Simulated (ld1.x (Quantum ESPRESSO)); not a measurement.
## copper: one change to a TM potential, before and after

- Element: copper
- Generator: ld1.x (Quantum ESPRESSO) 7.5
- Type: norm-conserving Troullier–Martins (Kleinman–Bylander form)
- Functional: PBE
- Relativity: fully relativistic
- Frozen core: [Ar]
- Valence charge: 11
- Reference configuration: 3d9 4s2 4p0
- Partial waves: 4s (bound): rc 2.15 bohr; 4p (bound, empty): rc 3.10 bohr; 3d (bound): rc 1.35 bohr; 4f channel at 0.2 Ry: rc 3.15 bohr
- Local potential: all-electron potential smoothed inside 1.95 bohr (lloc = -1)
- Core correction: Bessel-smoothed model core inside 0.95 bohr

Open shells are filled in proportion to 2j + 1 (rel_dist='average').

Change: local potential all-electron potential smoothed inside 1.14 bohr (lloc = -1).

Cutoffs: the cutoffs (Ry, on a coarse ladder) from which the occupation-weighted sum of valence levels, in a spherical-Bessel basis at the reference potential, stays within 10 and 1 mRy of its value at 400 Ry; they do not see the model core or the augmentation charge, which bear on the density cutoff. Errors are all-electron minus pseudo energies relative to the spin-unpolarised reference configuration.

Question: What does the change do?

Answer: The potential gets neither clearly harder nor softer (140 Ry and 260 Ry → 140 Ry and 260 Ry); a bound ghost appears in s, which as a rule spoils a file; of the 7 tests that both files solve, the error grows in 0 and shrinks in 5 by more than 15 % and 0.3 meV (median size 188.8 → 137.0 meV); the range in which the d3/2 phases agree widens (upper end 0.6 → 3.5); the range in which the d5/2 phases agree widens (upper end 0.6 → 3.5). In the separable form a ghost depends on how the local part lies against the semilocal potential of the channel, so the choice of the local part can create or remove one.

```csv
quantity,base,changed
"cutoff, loose",140 Ry,140 Ry
"cutoff, tight",260 Ry,260 Ry
loose cutoff by channel (10 mRy a level),"s 8 Ry, d 120 Ry","s 15 Ry, d 120 Ry"
bound ghosts,none,s
"error for 3d10 4s1 4p0, meV [ΔE -1.97 eV]",-144,-103
"error for 3d10 4s0 4p0, meV [ΔE 6.18 eV]",-246,-183
"error for 3d9 4s0 4p0, meV [ΔE 27.51 eV]",-41,-40
"error for 3d7 4s0 4p0, meV [ΔE 126.24 eV]",-1196,-789
"error for 3d10 4s0.5 4p0, meV [ΔE 1.19 eV]",-189,-137
"error for 3d9 4s1 4p1, meV [ΔE 4.84 eV]",+0.5,+0.7
"error for 3d10 4s0 4p1, meV [ΔE 2.17 eV]",-193,-137
s: phases at 3.41 bohr within 0.05 rad from the reference energy up to (Ry; the scan ends near 5),1.1,1.6
p1/2: phases at 3.41 bohr within 0.05 rad from the reference energy up to (Ry; the scan ends near 5),1.6,1.1
p3/2: phases at 3.41 bohr within 0.05 rad from the reference energy up to (Ry; the scan ends near 5),1.6,1.1
d3/2: phases at 3.41 bohr within 0.05 rad from the reference energy up to (Ry; the scan ends near 5),0.6,3.5
d5/2: phases at 3.41 bohr within 0.05 rad from the reference energy up to (Ry; the scan ends near 5),0.6,3.5
f5/2: phases at 3.41 bohr within 0.05 rad from the reference energy up to (Ry; the scan ends near 5),4.2,2.6
f7/2: phases at 3.41 bohr within 0.05 rad from the reference energy up to (Ry; the scan ends near 5),4.2,2.5
```

Changed file: These tests converged, but a pseudo level misses the all-electron one widely, so the file describes the atom poorly there or has found another state: 3d7 4s0 4p0: empty 4p by 6.8 eV (a node warning on the way). A true bound ghost makes a file unfit for plane-wave use even where its test errors are small: the radial tests pick states by their node count and pass the ghost by.
